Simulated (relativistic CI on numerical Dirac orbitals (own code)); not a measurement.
Method of calculation: Dirac-Coulomb-Breit CI, KLI orbitals optimised for each configuration, model QED, unscaled Slater integrals (own radial code, finite nucleus).

The strongest absorption lines from the ground level of an ion, among the configurations computed and to levels below about 15900 eV (vacuum wavelength in nm, gf): 0.08293 (0.45), 0.09241 (0.29), 0.09395 (0.69), 0.09402 (1.2), 0.09407 (2), 0.09689 (0.62), 0.10992 (2.2), 0.49199 (0.63).

(1) Which ion is it?
A. Hg71+
B. W67+
C. Hg75+
D. Hg73+

## Answers

(1) D. Hg73+ has 7 electrons and the ground level 2s²2p³ ²P°3/2; the strongest line goes to 2s²2p²3d ²D5/2. The pattern of lines fixes the number of electrons, and along that sequence the line energies rise steadily with the charge (about as its square where n changes within one kind of shell, about linearly where n is kept but much faster in heavy ions where fine structure, which grows about as Z⁴, sets the gap, and irregularly where shells cross), which fixes Z. Configurations outside the model, such as inner-shell arrays, can give stronger lines. At this charge energies of transitions that change n are usually good to better than 1 %, and those within a shell (Δn = 0) to a few per cent.

LS names give the leading component of a level, which can be under half, so a name can repeat, a term be missing and a line seem to break the LS rules.
